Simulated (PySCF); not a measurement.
C6H4FN (triplet state).
InChI=1S/C6H4FN/c7-5-2-1-3-6(8)4-5/h1-4H

Level of theory: PBE0-D3(BJ)/def2-SVP geometry optimisation, gas phase in PySCF.

Take the most abundant isotopes and a rigid rotor. 

Give the principal moments of inertia and the rotational constants in MHz.

Ia = 130.76, Ib = 263.31, Ic = 394.07 u·Å²; 505379 MHz·u·Å²/I gives A = 3865, B = 1919, C = 1282 MHz.

What kind of rotor is it?

An asymmetric top. Ray's parameter κ = (2B − A − C)/(A − C) = -0.507; −1 is the prolate and +1 the oblate limit.

Is it planar, by Δ = Ic − Ia − Ib?

Planar: Δ = Ic − Ia − Ib = 0.00 u·Å². For a rigid frame Δ = −2 Σ m c², so it vanishes when all atoms lie in the ab plane; here none is more than 0.01 Å from it.

List the rotational levels J(Ka,Kc) to J = 2 (MHz).

Above 0(0,0):
J = 1: 1(0,1) 3202, 1(1,1) 5147, 1(1,0) 5784
J = 2: 2(0,2) 9473, 2(1,2) 10914, 2(1,1) 12825, 2(2,1) 18662, 2(2,0) 18794
The levels of one J sum to (2J + 1)J(J + 1)(A + B + C)/3.

Which lines would a microwave search look for?

The dipole components are |μa| = 1.08 D, |μb| = 2.21 D, |μc| = 0.00 D; the mirror of this Cs structure is the ab plane, so μc vanishes by symmetry and there are no c-type lines. Intensities carry the squares of the components, which stand as 0.24 : 1.00 (a : b). Some lines, for components of 0.1 D or more:

```tsv
type	branch	J(Ka,Kc)	MHz	lower level (cm⁻¹)
a	Q	1(1,0) ← 1(1,1)	637	0.172
b	Q	1(1,0) ← 1(0,1)	2583	0.107
b	Q	2(1,1) ← 2(0,2)	3352	0.316
b	R	1(1,1) ← 0(0,0)	5147	0.000
a	R	2(1,2) ← 1(1,1)	5767	0.172
a	R	2(0,2) ← 1(0,1)	6271	0.107
a	R	2(1,1) ← 1(1,0)	7040	0.193
b	R	2(1,2) ← 1(0,1)	7712	0.107
b	Q	2(2,1) ← 2(1,2)	7748	0.364
b	R	2(2,1) ← 1(1,0)	12878	0.193
```

Estimate the classical rotational partition function at 10 K, 200 K and 298.15 K.

Point group Cs, symmetry number σ = 1; q = (√π/σ)·√((kT/h)³/(ABC)), k/h = 20836.6 MHz/K: 1730 at 10 K, 155000 at 200 K, 281000 at 298.15 K.

For this open shell read J as N, the rotation without spin; fine and hyperfine splittings come on top. Whether it is a minimum is left open (no frequencies). ⟨S²⟩ = 2.069 (exact for a triplet: 2.00). Zero-point vibration and centrifugal distortion are left out. Quadrupole hyperfine structure (14N) is left out.
